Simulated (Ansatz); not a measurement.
`[OH][Ga]([Br])[Br]` + `Cl[SiH]1CS1` → `[Cl][Ga]([Br])[Br]` + `O[SiH]1CS1`  (redistribution)

Isolated molecules relaxed with PBE0-D4/def2-TZVP in Ansatz; ΔE leaves out vibrations. CBS: MP2 limit from def2 TZ/QZ plus the TZ coupled-cluster correction, frozen cores. Functionals use def2-TZVPP. B3LYP here is the variant with VWN-RPA as its local correlation; programs differ in this. HSE06 is defined as in plane-wave codes. For Br, Ga outer-core shells are correlated without core-valence functions, which leaves a few kJ/mol of doubt a bond. Scalar relativity is left out up to krypton. One conformer a species, not always the lowest.

`[OH][Ga]([Br])[Br]`:

Cartesian coordinates in Å:
```
O -0.724 -0.942 -0.812
Ga 0.199 0.324 0.006
Br 0.548 0.219 2.247
Br 1.008 2.026 -1.231
H -1.031 -1.627 -0.211
```

`Cl[SiH]1CS1`:

```xyz
7

Cl   -0.565   -2.420   -0.430
Si    0.353   -0.731    0.243
C    -0.398    0.897   -0.106
S     1.181    0.617   -1.088
H     1.027   -1.029    1.518
H    -1.279    0.951   -0.739
H    -0.319    1.716    0.603
```

`[Cl][Ga]([Br])[Br]`:

```xyz
4

Cl    0.229   -2.130   -0.123
Ga    0.003   -0.028   -0.002
Br   -0.594    0.918    1.959
Br    0.362    1.240   -1.835
```

`O[SiH]1CS1`:

Cartesian coordinates in Å:
```
O -0.222 1.475 1.228
Si -0.454 0.572 -0.111
C 0.609 -0.850 -0.554
S -1.113 -1.394 -0.004
H -0.051 1.008 2.048
H -0.967 1.483 -1.145
H 0.814 -1.105 -1.590
H 1.385 -1.189 0.127
```

Task: Is it downhill or uphill in electronic energy at CCSD(T)/CBS, and by how much? (Estimate.)

Result: Ansatz gave: Downhill: ΔE = -57.6 kJ/mol.

Task: What do these levels give: B3LYP-D4, ωB97X-V, B2PLYP, PBE, revPBE, r2SCAN, r2SCANh, HSE06, CAM-B3LYP, HF/def2-SVP, SCS-MP2/def2-TZVPP, CCSD/CBS(def2)? (An estimate is asked.)

Result: The calculation gave: B3LYP-D4 -60.8, ωB97X-V -58.6, B2PLYP -59.0, PBE -52.1, revPBE -51.1, r2SCAN -57.8, r2SCANh -59.7, HSE06 -58.5, CAM-B3LYP -62.1, HF/def2-SVP -70.4, SCS-MP2/def2-TZVPP -57.1, CCSD/CBS(def2) -60.2 kJ/mol.

Largest T1 diagnostic among the species: 0.012.

From BLYP to BHLYP (50 % exact exchange), in def2-TZVPP and without D4, ΔE moves by −12.4 kJ/mol. Leaving LDA and LC-ωPBE aside and taking each functional with its dispersion term where it has one, the values, not all of them listed here, spread over 17.6 kJ/mol, from BHLYP-D4 to revPBE-D4. In def2-TZVPP, CCSD(T) changes the Hartree–Fock value by +17.7 kJ/mol (the triples alone add +2.6 kJ/mol) and MP2 by +19.8 kJ/mol.
